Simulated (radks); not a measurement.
Results of a calculation; reference values are marked as such.
All-electron atom: the cerium ion Ce+ in [Xe] 4f(5/2: 1, 7/2: 0) 6s2 (not the ground configuration).

Level of theory: Dirac Kohn-Sham, relativistic LDA (MacDonald-Vosko exchange, VWN5 correlation), spin-unpolarised, spherical densities, finite nucleus; Fermi nuclear charge, rms radius 4.8771 fm (a radial shooting solver on a logarithmic mesh with Libxc functionals).

Energy parts (eV):
| part | energy |
|---|---|
| total | -240663.94 |
| kinetic | 257372.24 |
| electron-nucleus | -585557.21 |
| Hartree | 92668.18 |
| exchange-correlation | -5147.15 |

Orbitals (lengths in bohr, moments of r in powers of bohr):
[
 {"orbital": "1s1/2", "occ.": "2", "eigenvalue (eV)": "-39991.91", "<r^2>": "0.0008272", "<r>": "0.02467"},
 {"orbital": "2s1/2", "occ.": "2", "eigenvalue (eV)": "-6416.856", "<r^2>": "0.01309", "<r>": "0.1051"},
 {"orbital": "2p1/2", "occ.": "2", "eigenvalue (eV)": "-6066.897", "<r^2>": "0.009581", "<r>": "0.08817"},
 {"orbital": "2p3/2", "occ.": "4", "eigenvalue (eV)": "-5624.943", "<r^2>": "0.01084", "<r>": "0.09435"},
 {"orbital": "3s1/2", "occ.": "2", "eigenvalue (eV)": "-1388.652", "<r^2>": "0.08923", "<r>": "0.2792"},
 {"orbital": "3p1/2", "occ.": "2", "eigenvalue (eV)": "-1238.975", "<r^2>": "0.08395", "<r>": "0.2687"},
 {"orbital": "3p3/2", "occ.": "4", "eigenvalue (eV)": "-1152.090", "<r^2>": "0.09148", "<r>": "0.2809"},
 {"orbital": "3d3/2", "occ.": "4", "eigenvalue (eV)": "-888.0478", "<r^2>": "0.07477", "<r>": "0.2517"},
 {"orbital": "3d5/2", "occ.": "6", "eigenvalue (eV)": "-869.2895", "<r^2>": "0.07691", "<r>": "0.2555"},
 {"orbital": "4s1/2", "occ.": "2", "eigenvalue (eV)": "-287.2341", "<r^2>": "0.4607", "<r>": "0.6388"},
 {"orbital": "4p1/2", "occ.": "2", "eigenvalue (eV)": "-231.4656", "<r^2>": "0.4914", "<r>": "0.6571"},
 {"orbital": "4p3/2", "occ.": "4", "eigenvalue (eV)": "-212.6553", "<r^2>": "0.5331", "<r>": "0.6846"},
 {"orbital": "4d3/2", "occ.": "4", "eigenvalue (eV)": "-120.5812", "<r^2>": "0.6344", "<r>": "0.7394"},
 {"orbital": "4d5/2", "occ.": "6", "eigenvalue (eV)": "-117.2731", "<r^2>": "0.6512", "<r>": "0.7492"},
 {"orbital": "5s1/2", "occ.": "2", "eigenvalue (eV)": "-48.6910", "<r^2>": "2.564", "<r>": "1.511"},
 {"orbital": "5p1/2", "occ.": "2", "eigenvalue (eV)": "-33.2152", "<r^2>": "3.221", "<r>": "1.687"},
 {"orbital": "5p3/2", "occ.": "4", "eigenvalue (eV)": "-30.3685", "<r^2>": "3.532", "<r>": "1.767"},
 {"orbital": "4f5/2", "occ.": "1", "eigenvalue (eV)": "-14.1453", "<r^2>": "1.496", "<r>": "1.072"},
 {"orbital": "4f7/2", "occ.": "0", "eigenvalue (eV)": "-13.8052", "<r^2>": "1.528", "<r>": "1.082"},
 {"orbital": "6s1/2", "occ.": "2", "eigenvalue (eV)": "-9.5805", "<r^2>": "16.36", "<r>": "3.826"}
]

The highest occupied level is 6s1/2 at -9.580 eV. The configuration is held as typed, so some empty levels lie below it. Summed over all electrons, <r^2> = 71.97 bohr^2, which gives a Langevin (diamagnetic) susceptibility term of -57 x 10^-6 cm^3/mol. The electron density at the nucleus is 3.782e+05 e/bohr^3.
